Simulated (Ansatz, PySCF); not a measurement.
Dimer: F2H2Si (SMILES F[SiH2]F) (first 5 atoms) with HF (SMILES F); geometry from B3LYP-D3(BJ)/def2-TZVP.
(charge 0, multiplicity 1):
```xyz
7

F      0.6569     0.0164    -1.4508
Si     0.0794    -0.3877    -0.0273
F      0.6496     0.6904     1.0242
H     -1.3818    -0.2644    -0.0483
H      0.6058    -1.7036     0.3495
F     -0.3567    -0.0250     3.4329
H      0.1207     0.4535     2.7934
```

Counterpoise-corrected where a basis set is named; no monomer relaxation.

The values were computed with Ansatz (a quantum-chemistry and plane-wave program); PySCF for M06-2X, the dispersion terms. Each number belongs to the level named beside it.

**Question.** What is the computed interaction energy (PBE/def2-TZVPPD)?

**Answer.** -3.4 kcal/mol

**Question.** What interaction energy does M06-2X/def2-TZVPPD give?

**Answer.** -4.3 kcal/mol

**Question.** What is the computed interaction energy (PBE-D3(BJ)/def2-TZVPPD)?

**Answer.** -3.9 kcal/mol
